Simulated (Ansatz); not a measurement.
Job for Ansatz (a quantum-chemistry and plane-wave program): R-wB97X-V/def2-TZVPP on TaSb, 2S+1 = 1, a spin state set in the input, which need not be the lowest, a point of a bond scan (R = 2.436 Å). Elements past Kr take the def2 small-core potentials; no spin–orbit coupling.

Ansatz 0.2 input:
```yaml
crystal:
  periodic: [false, false, false]
  atoms:
    - {symbol: Ta, position_ang: [0.00000000, 0.00000000, 0.00000000]}
    - {symbol: Sb, position_ang: [0.00000000, 0.00000000, 2.43553300]}
basis:
  gaussian:
    orbitals: def2-TZVPP
    pivot_positions_ang: [[0.00000000, 0.00000000, 0.00000000], [0.00000000, 0.00000000, 2.43553300]]
hamiltonian:
  xc: {name: wB97X-V}
output: {forces: true, orbitals: {seedname: ./end}}
```

It printed:

```
WARN ansatz: RAYON_NUM_THREADS=1 ignored (pool sized by the plan → 1); use --threads N
Functional definition: wB97X-V
integrals: 0.05 GiB planned
795 factors; their error is unknown
integrals: 0.09 GiB planned
186 factors; integrals over basis functions are off by at most 1.2e-5 eV
mean field: 0.46 GiB planned
mean field evaluation 1: about -8079.5560 eV, gradient 3.2e1 eV
mean field evaluation 2: about -8064.8433 eV, gradient 8.1e1 eV
mean field evaluation 4: about -8083.1625 eV, gradient 3.4e0 eV
mean field evaluation 8: about -8083.3142 eV, gradient 3.0e-1 eV
mean field evaluation 16: about -8083.3146 eV, gradient 1.4e-3 eV
mean field -8083.31458246 eV, -297.0563318380 hartree, gradient 8.8e-6 eV, S^2 0.000000; 0 other end points of the search recorded, 0 dependent functions left out
the calculation of the forces begins
reference -8083.31458108 eV, -297.0563317872 hartree; 18, 18 occupied and 88, 88 virtual orbitals, 795 factors
Total energy: -8083.31458108 eV, -297.0563317872 hartree
Atom 0 at     0.000000     0.000000     0.000000 Å, force    -0.000000     0.000000     0.896347 eV/Å
Atom 1 at     0.000000     0.000000     2.435533 Å, force    -0.000000    -0.000000    -0.896347 eV/Å
Dipole moment:     0.000000    -0.000000    -0.830892 e Å
```

Self-consistency was reached.

Cost: roughly 17 core-seconds.
